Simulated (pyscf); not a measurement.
`[AlH2][AsH2]` -> `[AlH2][AsH2]` (concerted two-bond exchange; singlet surface; As–H, Al–H broken, As–H, Al–H formed). Single points on ωB97X-D3(BJ)/def2-SVP structures (PySCF, gas phase). MP2 and CC: frozen core, UHF for open shells. ΔMP2 is the change of the MP2 total energy from the triple- to the quadruple-zeta basis. Energies in kcal/mol from the reactant's lowest minimum found.

| level | barrier | reaction energy |
|---|---|---|
| B3LYP-D3(BJ)/def2-TZVP | 56.2 | 0.0 |
| PBE0-D3(BJ)/def2-TZVP | 58.0 | 0.0 |
| ωB97M-D3(BJ)/def2-TZVP | 58.2 | 0.0 |
| HF/def2-TZVP | 64.4 | 0.0 |
| CCSD/def2-TZVPP | 61.9 | 0.0 |
| CCSD(T)/def2-TZVPP | ? | 0.0 |
| CCSD(T)/def2-TZVPP + ΔMP2(QZVPP) | ? | 0.0 |

### Question
Some entries are withheld; supply them.

### Answer

- CCSD(T)/def2-TZVPP, barrier: 60.9
- CCSD(T)/def2-TZVPP + ΔMP2(QZVPP), barrier: 60.7

One saddle was located; it need not be the lowest between these sides. One closed-shell reference is unstable to symmetry breaking; treat the single-reference values with care. The CCSD(T) − MP2 part came from Ansatz, without density fitting, on the same reference. The frozen core leaves the outer d or s,p core shells of the metals and heavy elements correlated in the MP2 and CC values, and def2-TZVPP describes them poorly, which can shift differences by a few kcal/mol. Elements up to Kr have no core potential and no relativistic terms here.
